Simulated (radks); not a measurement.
Effect of the nuclear size on the osmium ion Os3+, [Xe] 4f14 5d5. Calculated with a radial shooting solver on a logarithmic mesh with Libxc functionals: Dirac Kohn-Sham, relativistic LDA (MacDonald-Vosko exchange, VWN5 correlation), spin-unpolarised, spherical densities, finite nucleus; open shells fill j = l - 1/2 first; Fermi nuclear charge, rms radius 5.4126 fm. The rms radius is varied about that value; shifts are against it.

| rms radius (fm) | total energy shift (eV) | density at nucleus (e/bohr^3) | 1s1/2 shift (meV) | 2s1/2 shift (meV) | 5s1/2 shift (meV) | 5p1/2 shift (meV) | 5d5/2 shift (meV) | 6s1/2 (empty) shift (meV) | 6p1/2 (empty) shift (meV) |
|---|---|---|---|---|---|---|---|---|---|
| 4.4059 | -24.4 | 1.78e+06 | -9810 | -1410 | -14.7 | -0.047 | 0.238 | -2.39 | -0.078 |
| 5.0824 | -8.37 | 1.689e+06 | -3360 | -482 | -5.04 | -0.016 | 0.081 | -0.818 | -0.027 |
| 5.4126 | 0 | 1.65e+06 | 0.000 | 0.000 | 0.000 | 0.000 | 0.000 | 0.000 | 0.000 |
| 5.6778 | 6.96 | 1.621e+06 | 2790 | 401 | 4.19 | 0.014 | -0.068 | 0.681 | 0.022 |
| 6.6413 | 34.0 | 1.531e+06 | 13600 | 1960 | 20.5 | 0.070 | -0.331 | 3.32 | 0.110 |

Slopes of the eigenvalues against <r^2> in GHz/fm^2, as finite differences over the two radii next to the reference (eigenvalue slopes, not the field-shift constants of lines): 1s1/2 232000, 2s1/2 33300, 5s1/2 349, 5p1/2 1.14, 5d5/2 -5.63, 6s1/2 (empty) 56.6, 6p1/2 (empty) 1.86.
